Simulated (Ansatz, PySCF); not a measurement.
1,1-difluoroethane (C2H4F2), SMILES FC(C)F. Atoms are numbered in the order given.

```xyz
8

C     -1.3685    -0.0845     0.0000
C      0.0674     0.3495     0.0000
F      0.7025    -0.1376    -1.0922
F      0.7025    -0.1376     1.0922
H     -1.4126    -1.1829     0.0000
H     -1.8803     0.2956    -0.8946
H     -1.8803     0.2956     0.8946
H      0.1926     1.4477     0.0000
```

Geometry optimised at PBE0-D3(BJ)/def2-SVP.

Two levels are set side by side: PBE-D3(BJ)/def2-SVP (Ansatz, an electronic-structure program) and PBE0-D3(BJ)/def2-SVP (Ansatz). Each level has its own optimised geometry; the coordinates shown are those of the second. Frequencies come from the Hessian of PySCF at each geometry. Differences are taken from unrounded values.

| quantity | PBE0-D3(BJ) | PBE-D3(BJ) | PBE-D3(BJ) minus PBE0-D3(BJ) |
|---|---|---|---|
| mean bond length (Å) | 1.230 | 1.241 | 0.011 |
| bond C1–C2 (Å) | 1.500 | 1.510 | 0.009 |
| bond C2–F3 (Å) | 1.354 | 1.371 | 0.017 |
| bond C2–F4 (Å) | 1.354 | 1.371 | 0.017 |
| bond C1–H5 (Å) | 1.099 | 1.107 | 0.008 |
| bond C1–H6 (Å) | 1.098 | 1.107 | 0.008 |
| bond C1–H7 (Å) | 1.098 | 1.107 | 0.008 |
| bond C2–H8 (Å) | 1.105 | 1.116 | 0.011 |
| highest harmonic wavenumber (cm⁻¹) | 3191 | 3098 | -93 |
| mean harmonic wavenumber (cm⁻¹) | 1487 | 1433 | -54 |
| zero-point energy (kcal/mol) | 38.26 | 36.86 | -1.40 |

Exact exchange shortens and stiffens bonds; PBE has none. Differences between two approximate levels are no errors against the true value.
